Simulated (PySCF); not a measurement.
Al (aluminium, neutral) across methods

[Ne] 3s2 4s1, 2S determinant (an excited configuration). All numbers are calculated (PySCF 2.14, the non-relativistic Hamiltonian (point nucleus), in aug-cc-pwCVTZ (8s7p5d3f, 75 functions)).

| method | E (hartree) | mean ε 3s α (eV) | mean ε 3s β (eV) | mean ε 4s α (eV) | Σ⟨r²⟩ (bohr²) | ⟨S²⟩ |
| --- | --- | --- | --- | --- | --- | --- |
| PBE | -242.1180 | -10.629 | -10.548 | -1.727 | 71.44 | 0.750 |
| r2SCAN | -242.2123 | -10.757 | -10.744 | -1.668 | 71.48 | 0.751 |
| UHF | -241.76726 | -13.714 | -13.473 | -2.554 | 72.56 | 0.750 |
| PBE0 | -242.1366 | -11.604 | -11.497 | -2.013 | 71.59 | 0.750 |
| LDA | -241.2062 | -10.700 | -10.605 | -1.655 | 69.63 | 0.750 |
| B97-3 | -242.2252 | -11.617 | -11.548 | -1.889 | 71.60 | 0.750 |
| wB97M-V | -242.2438 | -13.669 | -13.506 | -2.456 | 67.75 | 0.750 |
| PBEsol | -241.6316 | -10.591 | -10.512 | -1.692 | 71.08 | 0.750 |

Question: Estimate the same row for TPSSh.

Answer: E (hartree) = -242.2577; mean ε 3s α (eV) = -11.104; mean ε 3s β (eV) = -11.016; mean ε 4s α (eV) = -1.787; Σ⟨r²⟩ (bohr²) = 72.28; ⟨S²⟩ = 0.750.

The outer electron is Rydberg-like, and this basis confines it to a smaller radius and binds it less than a complete one would.
